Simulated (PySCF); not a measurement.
A spin–spin coupling run with PySCF 2.14 (density fitting, non-relativistic, gas phase) on SMILES CCNB(C)C, C4H12BN:

```
{"job": {"kind": "j", "xc": "B3LYP", "basis": "pcJ-1"}, "charge": 0, "multiplicity": 1}
C      2.553746     0.555216     0.197778
C      1.368751     0.184904     1.076469
N      0.409291    -0.659859     0.406138
B     -0.930434    -0.388160     0.086455
C     -1.772780    -1.490207    -0.676058
C     -1.588866     1.000563     0.488776
H      3.268545     1.189552     0.744064
H      2.220511     1.100344    -0.698462
H      3.096504    -0.342635    -0.139635
H      1.734425    -0.307368     1.996841
H      0.852414     1.097630     1.406520
H      0.792874    -1.554129     0.117780
H     -2.648934    -1.781045    -0.070945
H     -2.184076    -1.075968    -1.612542
H     -1.214290    -2.406659    -0.925430
H     -2.637396     1.077603     0.165513
H     -1.043620     1.851435     0.045614
H     -1.569273     1.155066     1.581258
```

Hardware: 1 thread of an Arm Neoverse V2, shared host. The job also computes field gradients.

**Question.** How large is the calculation?

**Answer.** 48 electrons, 282 basis functions and 1014 auxiliary functions.

**Question.** How long does it take?

**Answer.** 70 s of wall time, with 12 SCF cycles. Times on a shared host scatter by some tens of per cent.

**Question.** And these other runs on the same molecule and hardware: GIAO shielding at KT2/pcSseg-1; GIAO shielding at PBE0/pcSseg-1?

**Answer.** KT2/pcSseg-1: 162 functions, 23 s; PBE0/pcSseg-1: 162 functions, 17 s.
